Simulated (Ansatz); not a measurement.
`CBO[SiH](O)F` → `[CH2]` (triplet) + `BO[SiH](O)F`  (formal loss of a carbene)

Gas-phase electronic energies from Ansatz, PBE0-D4/def2-TZVP geometries. CCSD(T)/CBS is the MP2 limit (def2-TZVPP, def2-QZVPP) plus CCSD(T) − MP2 in def2-TZVPP, frozen cores. This one scheme is used for every species. Functionals use def2-TZVPP. Triplets are unrestricted, without spin–orbit coupling. One conformer a species, not always the lowest.

`CBO[SiH](O)F`:

```xyz
12

C    -0.419   -2.223   -0.239
B     0.297   -0.856   -0.447
O    -0.078    0.239    0.269
Si    0.460    1.781    0.320
O    -0.781    2.815    0.223
F     1.204    1.933    1.715
H    -0.834   -2.576   -1.190
H    -1.215   -2.195    0.506
H     0.313   -2.985    0.053
H     1.195   -0.734   -1.243
H     1.399    2.097   -0.763
H    -1.540    2.702    0.797
```

`[CH2]` (triplet):

Cartesian coordinates in Å:
```
C 0.084 0.177 -0.195
H 0.295 0.529 0.803
H -0.378 -0.706 -0.609
```

`BO[SiH](O)F`:

Cartesian coordinates in Å:
```
B -0.527 0.567 -1.723
O -0.365 0.707 -0.389
Si 0.448 -0.154 0.732
O -0.668 -0.701 1.772
F 1.451 0.830 1.469
H -1.198 1.377 -2.294
H -0.003 -0.349 -2.299
H 1.253 -1.221 0.115
H -0.391 -1.056 2.617
```

| level | ΔE (eV) | difference from CCSD(T)/CBS |
| --- | --- | --- |
| r2SCAN-D4 | 4.93 | -0.18 |
| PBE0-D4 | 5.12 | 0.01 |
| ωB97X-V | 5.22 | 0.11 |
| r2SCAN | 4.91 | -0.20 |
| PBE0 | 5.08 | -0.03 |
| SCS-MP2/def2-TZVPP | 5.10 | -0.01 |
| CCSD/def2-TZVPP | 4.88 | -0.23 |
| CCSD(T)/def2-TZVPP | 4.99 | -0.12 |
| HF/def2-QZVPP | 3.56 | -1.55 |
| MP2/def2-QZVPP | 5.19 | 0.08 |
| CCSD(T)/CBS | 5.11 | 0 |

Largest T1 diagnostic among the species: 0.013.

The D4 term adds +0.08 eV with B3LYP and +0.05 eV with PBE0; it sums over pairs of atoms, weighted by their polarisabilities, and B3LYP, whose exchange is more repulsive, gets the larger term. In def2-TZVPP, CCSD(T) changes the Hartree–Fock value by +1.42 eV (the triples alone add +0.11 eV) and MP2 by +1.55 eV.

B3LYP here is the variant with VWN-RPA as its local correlation; programs differ in this.
